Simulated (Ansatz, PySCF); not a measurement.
Spin states of CrH2O2 (SMILES [OH][Cr][OH]), each relaxed with B3LYP-D3(BJ)/def2-TZVP.
State 1 (charge 0, multiplicity 5):
| atom | x (Å) | y (Å) | z (Å) |
|---|---|---|---|
| Cr | 0.3332 | -0.2329 | 0.3518 |
| O | 1.3538 | -0.0653 | -1.1328 |
| H | 1.5436 | 0.7173 | -1.6562 |
| O | -1.2977 | -0.5121 | 1.0839 |
| H | -1.9867 | 0.1227 | 1.2961 |
State 2 (charge 0, multiplicity 1):
```xyz
5

Cr     0.1955    -0.4768     0.1377
O      1.3359     0.0728    -1.0387
H      1.6661     0.7087    -1.6755
O     -1.2293    -0.3605     1.1086
H     -2.0220     0.0857     1.4107
```

Singlets are restricted, other states unrestricted; no spin–orbit coupling, no relativity up to Kr; see below for the cores. The largest T1 diagnostic is 0.038.

Correlated levels freeze the inner cores; with def2 sets outer-core shells near the valence are correlated too. CBS(a, b) extrapolates the correlation energy as X⁻³ and adds the Hartree–Fock energy of set b.

Codes used: Ansatz (a quantum-chemistry and plane-wave program); PySCF for the dispersion terms. Each number belongs to the level named beside it.

PBE/def2-TZVPP gives 51.18 kcal/mol for the energy of the multiplicity-1 state less that of the multiplicity-5 state.

### Question
Where do these levels fall relative to PBE: PBE-D3(BJ)/def2-TZVPP, r2SCAN/def2-TZVPP, B3LYP/def2-TZVPP, wB97M-V/def2-TZVPP, B2PLYP/def2-TZVPP, CCSD(T)/CBS(def2-SVP, def2-TZVPP).

### Answer
PBE-D3(BJ)/def2-TZVPP 0.00; r2SCAN/def2-TZVPP 11.23; B3LYP/def2-TZVPP 0.33; wB97M-V/def2-TZVPP -5.16; B2PLYP/def2-TZVPP 1.81; CCSD(T)/CBS(def2-SVP, def2-TZVPP) 2.20 kcal/mol. 5 of 6 lie above PBE; the widest gap is to r2SCAN/def2-TZVPP.

Doubts at one or more of the structures used: a restricted determinant that unrestricted orbitals would lower (B2PLYP/def2-TZVPP, CCSD(T)/CBS(def2-SVP, def2-TZVPP)).
